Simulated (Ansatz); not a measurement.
`[SiH3]N[SiH2]Br` and `F[SiH2]N[SiH3]` differ in one element.

Ansatz, PBE0-D4/def2-TZVP geometries, multiplicity 1. Each molecule was computed in one conformer, which needn't be the lowest.

Scalar relativity is left out up to krypton.

| property | `[SiH3]N[SiH2]Br` |
| --- | --- |
| LUMO energy (ωB97M-V/def2-TZVPP) / eV | 1.46 |
| HOMO–LUMO gap (PBE0/def2-TZVPP) / eV | 7.78 |
| size of the dipole moment (PBE/def2-TZVPP) / D | 1.89 |
| HOMO–LUMO gap (PBE/def2-TZVPP) / eV | 5.63 |
| LUMO energy (PBE/def2-TZVPP) / eV | -1.00 |
| HOMO energy (PBE/def2-TZVPP) / eV | -6.63 |

What does the change do to each property? (Estimate.)

The calculation gave: 
```tsv
property	`F[SiH2]N[SiH3]`	shift
LUMO energy (ωB97M-V/def2-TZVPP) / eV	1.59	0.13
HOMO–LUMO gap (PBE0/def2-TZVPP) / eV	8.13	0.35
size of the dipole moment (PBE/def2-TZVPP) / D	1.66	-0.23
HOMO–LUMO gap (PBE/def2-TZVPP) / eV	5.93	0.30
LUMO energy (PBE/def2-TZVPP) / eV	-0.84	0.16
HOMO energy (PBE/def2-TZVPP) / eV	-6.76	-0.13
```

With PBE0 the HOMO falls by 0.19 eV and the LUMO rises by 0.17 eV, so the gap widens by about 0.36 eV. PBE moves the HOMO by -0.13 eV and ωB97M-V by -0.25 eV. Dipoles are sizes alone; their direction can turn.

Spin–orbit coupling is left out; it splits and shifts lone-pair levels of the heavy atoms by tenths of an eV.
